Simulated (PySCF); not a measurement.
## Calculated properties of 4-cyclopentene-1,3-dione, `C1=CC(CC1=O)=O`

Species: 4-cyclopentene-1,3-dione, C₅H₄O₂.
Bonds: O1–C2 (double), C2–C3, C3–C4 (double), C4–C5, C5–O6 (double), C5–C7, C2–C7. Hydrogens: H8 on C3; H9 on C4; H10, H11 on C7.

Structural features include: ketone and C=C double bond.

GFN2-xTB geometry:

* Point group of the GFN2-xTB geometry: C2v
* Rotational constants A, B, C of the GFN2-xTB geometry: 6.787, 2.213, 1.686 GHz

**wB97X-D/def2-SVPD ground state and vertical TDDFT (core frozen in the response) (PySCF)**

* Dipole moment: 1.85 D
* HOMO energy: -9.53 eV
* LUMO energy: -1.14 eV
* HOMO–LUMO gap: 8.39 eV
* Lowest singlet excitation: 3.22 eV (385 nm, f = 0.000)
* Strongest line among the 8 lowest singlet transitions: S4 at 5.96 eV (208 nm, f = 0.351)
* Lowest triplet excitation (Tamm–Dancoff): 2.82 eV
* Static isotropic polarisability: 61.7 au
* Electronic spatial extent ⟨r²⟩ about the centre of nuclear charge: 669 bohr²

PBE0/pcSseg-1 ground state and GIAO shieldings, non-relativistic (PySCF):

* Lowest Hirshfeld atomic charge: -0.23 e on O1/O6
* Highest Hirshfeld atomic charge: +0.16 e on C2/C5
* 13C chemical shifts (computed TMS as zero) by class: 207.0 (C2/C5), 157.1 (C3/C4), 43.7 (C7) ppm
* 1H chemical shifts (computed TMS as zero) by class: 7.33 (H8/H9), 2.71 (H10/H11) ppm
* Isotropic shieldings of nuclei other than C and H, by class: -367 (O1/O6) ppm
* Mayer bond orders between heavy atoms: O1–C2 2.00, C2–C3 1.01, C3–C4 1.68, C4–C5 1.01, C5–O6 2.00, C5–C7 0.97, C7–C2 0.97

B3LYP/pcJ-1 indirect spin-spin coupling, non-relativistic, gas phase; spin–dipole term left out (PySCF):

* Largest of the computed one-bond spin–spin couplings (means over like bonds): 13C–1H +177.6 (C3–H8 and 1 like it), 13C–1H +139.3 (C7–H10 and 1 like it), 13C–13C +69.3 (C3–C4), 13C–13C +48.2 (C2–C3 and 1 like it), 13C–13C +45.8 (C2–C7 and 1 like it), 17O–13C +32.6 (O1–C2 and 1 like it) Hz

Monoisotopic mass from the formula: 96.0211 u.

In atomic units the dipole is 0.73 e·bohr (1 au = 2.5417 D). 1 of the 8 computed singlets lies in the visible range (750 to 380 nm, 1.65 to 3.26 eV), with an oscillator strength of 0.000. With B = h/(8π²I), that is 505.379 GHz u Å² over I, the principal moments of inertia are 74.5, 228.4 and 299.7 u Å² (most abundant isotopes); the inertial defect Ic − Ia − Ib is -3.2 u Å² (zero for a rigid planar frame, negative otherwise). The largest Löwdin shares of the HOMO are 0.31 on O6, 0.31 on O1 and 0.13 on C7. The largest Löwdin shares of the LUMO are 0.20 on C3, 0.20 on C4, 0.14 on O6 and 0.14 on O1.

For the TDDFT job (wB97X-D/def2-SVPD), the run took 22 s of wall time on one thread of an Arm Neoverse V2, shared host.
